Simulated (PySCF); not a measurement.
## Assigning NMR signals

Structure with atom numbers: `[CH3:1][C:2]#[C:3][SiH2:4][n:5]1[cH:6][cH:7][cH:8][cH:9]1`; H(Xn) means a hydrogen on atom n.

Theory: NMR shieldings at PBE0/pcSseg-1/GIAO, geometry from GFN2-xTB, in PySCF 2.14 (no relativistic terms, one averaged value for each set of equivalent atoms, one computed conformer, no solvent).

References, each an isolated molecule treated in the same way: TMS for $^{13}$C and $^{1}$H.

Task: Assign these signals to the numbered atoms. $^{13}$C{$^{1}$H} NMR (computed): δ 127.3 (CH), 117.5 (CH), 115.8 (C), 81.9 (C), 6.0 (CH3).

Result: 
| δ (ppm) | atoms | environment | reason |
| --- | --- | --- | --- |
| 127.3 | C6/C9 | aromatic CH next to a ring nitrogen | – |
| 117.5 | C7/C8 | aromatic CH | – |
| 115.8 | C2 | alkyne carbon | – |
| 81.9 | C3 | alkyne carbon | sp carbons lie upfield of alkene carbons because the cylindrical π system leaves one tensor component strongly shielded |
| 6.0 | C1 | propargylic methyl carbon | aliphatic region, no heteroatom directly attached |

C7/C8 and C2 lie closer than the usual error of such a calculation, so a measured spectrum could show them in the other order.

Task: Assign these signals to the numbered atoms. $^{1}$H NMR (500 MHz, computed): δ 6.75 (m, 2H), 6.58 (m, 2H), 5.30 (s, 2H), 2.11 (s, 3H).

Result: 
| δ (ppm) | atoms | environment | reason |
| --- | --- | --- | --- |
| 6.75 | H(C6)/H(C9) | hydrogen on an aromatic CH next to a ring nitrogen | the ring current deshields protons in the ring plane |
| 6.58 | H(C7)/H(C8) | hydrogen on an aromatic CH | ring-current deshielding |
| 5.30 | H(Si4) | hydrogen on a silicon bonded to C, N | – |
| 2.11 | H(C1) | hydrogen on a propargylic methyl carbon | – |

Shifts are as computed. Against solution values, carbons near 30 ppm lie about +3 ppm off and those near 130 ppm about +5 ppm. Of 1211 compounds with measured shifts, 218 miss one by over three times the rms of a fit or turn the order of signals round; such compounds aren't used in these exercises. No couplings were computed; multiplicities are counted from neighbouring protons, with m where these are inequivalent, close in shift, in a saturated or five-membered ring or joined by F or P, and br s for small geminal =CH2 splittings.
